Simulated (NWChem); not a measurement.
# HSeOCl; SMILES O[Se]Cl

```xyz
4

Se     0.4126     0.4706     0.0041
Cl    -0.1920    -1.6345     0.0079
O     -1.1584     1.3032     0.0702
H     -1.4970     1.3622    -0.8347
```
Atoms are numbered in this order, from 1.

All runs: NWChem. Pople sets run with spherical d functions. Structure relaxed at the PBE0/def2-SVP level.

Task: Taking PBE/6-311G** as the yardstick, which of these has the fewest basis functions while keeping “highest occupied level (eV)” within 0.05 eV of it: PBE/3-21G; PBE/6-31G*; PBE/STO-3G?

Result: none of them.
```csv
level,basis functions,highest occupied level (eV),relative time (rough)
PBE/STO-3G,33,-3.04,1
PBE/3-21G,46,-5.40,1
PBE/6-31G*,66,-5.48,6
PBE/6-311G**,94,-5.60,5
```

The yardstick is one finite set, not the basis-set limit.
